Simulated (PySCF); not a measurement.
CHNO, charge +1, multiplicity 2. Atoms are numbered in the order given.

```xyz
4

N      0.1315    -1.1775     0.0000
C     -0.0336     0.0721     0.0000
O     -0.0098     1.2092     0.0000
H     -0.6403    -1.8628     0.0000
```
Charge +1, spin multiplicity 2.

The structure is a stationary point at B3LYP-D3(BJ)/def2-TZVP. The multiplicity is an assumed one; other spin states were not compared.

The numbers are results of TDA-M06-2X/def2-TZVPD (PySCF), not measurements.

Vertical excitations. The molecule is in vacuum.

```json
[
 {"state": "root 1", "energy (eV)": "0.61", "λ (nm)": "2030", "f": "0.000", "main pairs": "β HOMO→LUMO 97 %"},
 {"state": "root 2", "energy (eV)": "4.99", "λ (nm)": "248", "f": "0.001", "main pairs": "β HOMO−2→LUMO 88 %"},
 {"state": "root 3", "energy (eV)": "5.43", "λ (nm)": "228", "f": "0.022", "main pairs": "α HOMO−1→LUMO+1 5 %, β HOMO−1→LUMO 85 %"},
 {"state": "root 4", "energy (eV)": "6.67", "λ (nm)": "186", "f": "0.005", "main pairs": "β HOMO−3→LUMO 90 %"},
 {"state": "root 5", "energy (eV)": "7.02", "λ (nm)": "177", "f": "0.003", "main pairs": "α HOMO→LUMO 31 %, β HOMO→LUMO+1 64 %"},
 {"state": "root 6", "energy (eV)": "7.89", "λ (nm)": "157", "f": "0.000", "main pairs": "α HOMO−1→LUMO 95 %"},
 {"state": "root 7", "energy (eV)": "8.22", "λ (nm)": "151", "f": "0.000", "main pairs": "β HOMO−4→LUMO 86 %"},
 {"state": "root 8", "energy (eV)": "8.39", "λ (nm)": "148", "f": "0.009", "main pairs": "α HOMO−1→LUMO+1 54 %, α HOMO→LUMO 37 %, β HOMO→LUMO+1 8 %"},
 {"state": "root 9", "energy (eV)": "8.53", "λ (nm)": "145", "f": "0.001", "main pairs": "α HOMO→LUMO+1 91 %"},
 {"state": "root 10", "energy (eV)": "9.66", "λ (nm)": "128", "f": "0.004", "main pairs": "β HOMO→LUMO+3 85 %"}
]
```
Unrestricted roots are not spin-pure.
